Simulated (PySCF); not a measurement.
## Stationary points of SbSe2

Level of theory: PySCF, B3LYP, basis Sb def2-SVP with ECP28, Se def2-SVP (scalar-relativistic core potentials, no spin–orbit coupling, density fitting).

Relaxations began from a few typed shapes; open shells are unrestricted. The search is not exhaustive: other isomers or separated fragments can lie lower, and high-lying points may rest on an excited occupation.

Problem. Which is the lowest minimum found?
A. doublet D∞h: Sb–Se 2.443 Å (×2); Se–Sb–Se 180.0°
B. doublet C2v: Sb–Se 2.414 Å (×2); Se–Sb–Se 123.0°

Solution. B. The others lie at 78.6 (doublet D∞h, a saddle point) kJ/mol above it.

For the lowest minimum: no spin–orbit coupling is included, which matters more the heavier the element.
